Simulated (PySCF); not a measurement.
Electronic absorption of 9,10-dihydroanthracene

9,10-dihydroanthracene, C₁₄H₁₂.
SMILES: `c1ccc2c(c1)Cc1ccccc1C2`

Computed with PySCF, TDDFT CAM-B3LYP/def2-SVPD, vertical, gas phase, core orbitals frozen in the response. Geometry: PBE0-D3(BJ)/def2-SVP, one conformer, isolated molecule.

| state | E (eV) | λ (nm) | ν̃ (cm⁻¹) | f | symmetry | main configurations (H = HOMO, L = LUMO) |
| --- | --- | --- | --- | --- | --- | --- |
| S1 | 5.35 | 231.9 | 43120 | 0.016 | B1 or B2 | H-1→L (39%), H→L+3 (21%), H-3→L+1 (18%) |
| S2 | 5.35 | 231.8 | 43140 | 0.0015 | – | H→L (40%), H-2→L+1 (22%), H-1→L+3 (19%) |
| S3 | 5.92 | 209.6 | 47710 | 0.0000 | – | H-1→L+1 (40%), H→L+2 (31%), H-3→L (18%) |
| S4 | 6.05 | 204.8 | 48830 | 0.0002 | – | H-2→L (43%), H→L+1 (29%), H-1→L+2 (14%) |
| S5 | 6.65 | 186.4 | 53660 | 0.057 | A1 | H→L (55%), H-2→L+1 (19%), H-1→L+3 (16%) |
| S6 | 6.67 | 186.0 | 53760 | 1.001 | B1 or B2 | H-1→L (53%), H-3→L+1 (26%), H-2→L+2 (16%) |
| S7 | 6.68 | 185.5 | 53910 | 0.0000 | – | H-3→L (52%), H-1→L+1 (31%), H-2→L+3 (12%) |
| S8 | 6.70 | 185.0 | 54060 | 0.134 | B1 or B2 | H→L+1 (62%), H-1→L+2 (22%), H-2→L (10%) |
| S9 | 6.71 | 184.9 | 54100 | 0.0000 | – | H→L+2 (63%), H-1→L+1 (26%) |
| S10 | 6.87 | 180.4 | 55430 | 0.466 | B1 or B2 | H→L+3 (56%), H-1→L+4 (16%), H-2→L+2 (10%) |

Triplets, Tamm–Dancoff:

```json
{"state": "T1", "E (eV)": "4.02", "λ (nm)": "308.2", "main configurations (H = HOMO, L = LUMO)": "H→L+1 (27%), H-1→L+2 (25%), H-2→L (24%)"}
{"state": "T2", "E (eV)": "4.05", "λ (nm)": "306.2", "main configurations (H = HOMO, L = LUMO)": "H-1→L+1 (28%), H→L+2 (24%), H-3→L (23%)"}
{"state": "T3", "E (eV)": "4.66", "λ (nm)": "266.1", "main configurations (H = HOMO, L = LUMO)": "H→L (50%), H-1→L+3 (32%), H-2→L+1 (9%)"}
{"state": "T4", "E (eV)": "4.67", "λ (nm)": "265.4", "main configurations (H = HOMO, L = LUMO)": "H-1→L (50%), H→L+3 (32%)"}
```

The lowest singlet lies at 5.35 eV (232 nm, ultraviolet) and is weak; its leading configuration is HOMO-1→LUMO (39%). The strongest level in the table is S6 at 6.67 eV (186 nm, f = 1.001). S1/S2 and S8/S9 lie within about 0.01 eV of each other in each set. Löwdin shares by element: HOMO carbon 37% or more (atoms not listed hold the other 63%); LUMO carbon 40% or more (atoms not listed hold the other 60%). The oscillator strengths of these states sum to 1.677; summed over the whole spectrum of an exact calculation they would give the number of electrons, 96 (Thomas–Reiche–Kuhn). The listed states span 1.53 eV, and the widest gap between neighbours is 0.60 eV (S4 to S5). Weighted by f, the mean energy of these states is 6.71 eV. Symmetry labels in C2v follow from the direction of the transition dipole and are given only for states with f of 0.002 or more; B1 and B2 swap with the choice of axes. Only the lowest 10 singlets were computed, as vertical energies without vibronic structure.
